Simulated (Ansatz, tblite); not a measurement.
Removing and adding an electron: the cluster B₂O₃ (the lowest singlet isomer of a short search). The state is a singlet with charge 0. Geometry: PBE-D4/def2-SVP. Ansatz, gas phase; energy differences of separate SCF runs; the oxidised species was run as a doublet alone; the reduced species was run as a doublet alone.

```xyz
5

B     0.3972   -0.0723    1.2547
B    -0.3929    0.0734   -1.2560
O    -0.7729    0.1366   -2.4130
O     0.0209    0.0062   -0.0062
O     0.7477   -0.1438    2.4205
```

The xTB rows come from tblite. Correlated methods freeze 5 core orbitals. In CCSD on the charge 1 doublet the largest single amplitude is 0.28, so its Hartree–Fock determinant may place the open shell otherwise than the density functionals do. The structure comes from a short search, and lower isomers may exist.

| level | −HOMO (eV) | vertical IE (eV) | −LUMO (eV) | vertical EA (eV) | HOMO–LUMO gap (eV) | IE − EA (eV) | remarks |
| --- | --- | --- | --- | --- | --- | --- | --- |
| GFN2-xTB | 13.45 | 17.25 | 5.87 | 1.90 | 7.58 | 15.35 | – |
| PBE-D4/def2-TZVP | 8.54 | 11.94 | 2.04 | – | 6.50 | – | – |
| PBE-D4/def2-TZVPD | 8.58 | – | 2.18 | 0.26 | 6.40 | – | HOMO above zero (-1 doublet) |
| r2SCAN-D4/def2-TZVPD | 8.89 | – | 1.71 | 0.15 | 7.18 | – | HOMO above zero (-1 doublet) |
| CCSD/def2-TZVPP | – | 12.98 | – | – | – | – | large T1 (0.048) (+1 doublet) |

**Question.** Estimate the rows for GFN1-xTB, r2SCAN-D4/def2-TZVP, PBE0-D4/def2-TZVP, PBE0-D4/def2-TZVPD, CCSD(T)/def2-TZVPP.

**Answer.** 
| level | −HOMO (eV) | vertical IE (eV) | −LUMO (eV) | vertical EA (eV) | HOMO–LUMO gap (eV) | IE − EA (eV) | remarks |
| --- | --- | --- | --- | --- | --- | --- | --- |
| GFN1-xTB | 14.92 | 18.83 | 6.22 | 2.37 | 8.70 | 16.46 | – |
| r2SCAN-D4/def2-TZVP | 8.87 | 12.04 | 1.58 | – | 7.29 | – | – |
| PBE0-D4/def2-TZVP | 10.11 | 12.36 | 1.22 | – | 8.89 | – | – |
| PBE0-D4/def2-TZVPD | 10.14 | – | 1.42 | 0.16 | 8.71 | – | HOMO above zero (-1 doublet) |
| CCSD(T)/def2-TZVPP | – | 12.99 | – | – | – | – | large T1 (0.048) (+1 doublet) |

Run but left out: HF/def2-TZVPP, MP2/def2-TZVPP (charge +1 doublet: a determinant that CCSD turns far, T1 0.048).   A HOMO above zero means that the electron is unbound at that level or that self-interaction error raises the level; the energy of removing that electron tells which. Raw xTB energy differences between charge states are shifted by several eV; the methods need an empirical correction for them.
